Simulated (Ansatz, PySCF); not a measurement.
The pair A = HF (SMILES F) (first 2 atoms), B = HBr (SMILES Br); geometry from B3LYP-D3(BJ)/def2-TZVP.
(charge 0, multiplicity 1):
```xyz
4

F     -0.362     0.135     0.369
H     -0.220    -0.774     0.265
Br    -0.042     0.922     3.740
H     -0.214     0.810     2.325
```

Cores are frozen in the correlated methods. Filled d and f shells under p-block atoms count as core. CBS(a, b) extrapolates the correlation energy as X⁻³ and adds the Hartree–Fock energy of set b.

Codes used: Ansatz (a first-principles code) with Gaussian orbitals; PySCF for the dispersion terms. 

The monomers are drawn apart, rigid, along the line of their centres of mass. Counterpoise-corrected interaction energies (kcal/mol):

```csv
level,R = 4.303 Å,R = 5.132 Å
PBE/def2-TZVPPD,-1.2793,-0.5664
PBE-D3(BJ)/def2-TZVPPD,-1.4523,-0.6343
wB97M-V/def2-TZVPPD,-1.3132,-0.6078
"CCSD(T)/CBS(aug-cc-pVTZ, aug-cc-pVQZ)",-1.3568,-0.6182
```

Q: R is the distance of the centres of mass. Find the local exponent m of E ∝ R⁻ᵐ between the two points.

A: 
m = ln(E₁/E₂)/ln(R₂/R₁): PBE/def2-TZVPPD 4.6; PBE-D3(BJ)/def2-TZVPPD 4.7; wB97M-V/def2-TZVPPD 4.4; CCSD(T)/CBS(aug-cc-pVTZ, aug-cc-pVQZ) 4.5. For scale, two fixed dipoles give m = 3, dipole and quadrupole 4, quadrupoles 5, and dispersion or dipole-induced dipole 6 at long range; at these distances several terms mix, and what is left of overlap and damping shifts m, so it need not match one of them.
